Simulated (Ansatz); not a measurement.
The inner images of a band of BrH + Cl2FGeH (7 atoms, charge 0, multiplicity 1) are given out of order.

Level of theory: RKS PBE0-D4/def2-SVP (Ansatz 0.2.0).

First end point:

```xyz
7
Properties=species:S:1:pos:R:3
Ge -0.154 0.264 -0.226
F 0.027 0.015 1.488
Cl 1.809 0.372 -1.025
H -0.945 1.552 -0.420
Cl -1.162 -1.446 -0.975
Br 1.773 -2.824 1.950
H 1.031 -1.609 2.071
```

Last end point:

```xyz
7
Properties=species:S:1:pos:R:3
Ge 0.328 -0.469 -0.460
F -0.092 0.079 2.802
Cl 1.803 0.338 -1.779
H -0.290 0.609 0.417
Cl -1.146 -1.472 -1.637
Br 1.372 -2.068 0.842
H 0.404 -0.695 2.678
```

**Question.** Put them in order from the first end to the last, with their energies above the first end.
A.
```xyz
7
Properties=species:S:1:pos:R:3
Ge 0.232 -0.345 -0.175
F 0.018 -0.012 2.170
Cl 1.967 0.303 -1.257
H -0.547 0.959 0.049
Cl -1.182 -1.604 -1.181
Br 1.367 -2.156 1.009
H 0.524 -0.821 2.249
```
B.
```xyz
7
Properties=species:S:1:pos:R:3
Ge 0.283 -0.425 -0.327
F -0.023 0.038 2.490
Cl 1.902 0.323 -1.506
H -0.435 0.779 0.264
Cl -1.167 -1.554 -1.421
Br 1.341 -2.091 0.925
H 0.478 -0.748 2.438
```
C.
```xyz
7
Properties=species:S:1:pos:R:3
Ge -0.101 0.178 -0.150
F -0.012 0.065 1.591
Cl 1.876 0.265 -0.915
H -0.878 1.457 -0.406
Cl -1.105 -1.547 -0.870
Br 1.657 -2.623 1.575
H 0.943 -1.473 2.039
```
D.
```xyz
7
Properties=species:S:1:pos:R:3
Ge 0.131 -0.184 -0.076
F 0.035 -0.029 1.879
Cl 1.968 0.264 -1.076
H -0.655 1.128 -0.117
Cl -1.150 -1.620 -1.008
Br 1.418 -2.245 1.227
H 0.633 -0.991 2.035
```
E.
```xyz
7
Properties=species:S:1:pos:R:3
Ge 0.008 0.008 -0.084
F 0.000 0.033 1.703
Cl 1.922 0.244 -0.989
H -0.765 1.292 -0.235
Cl -1.106 -1.597 -0.932
Br 1.509 -2.384 1.375
H 0.811 -1.272 2.025
```

**Answer.** C (+0.05 eV), E (+0.45 eV), D (+1.02 eV), A (+0.54 eV), B (+0.07 eV).

Run time: 98 s on 4 threads of AMD EPYC 7B13 (Zen 3), with other jobs on the host, peak memory 0.42 GiB.
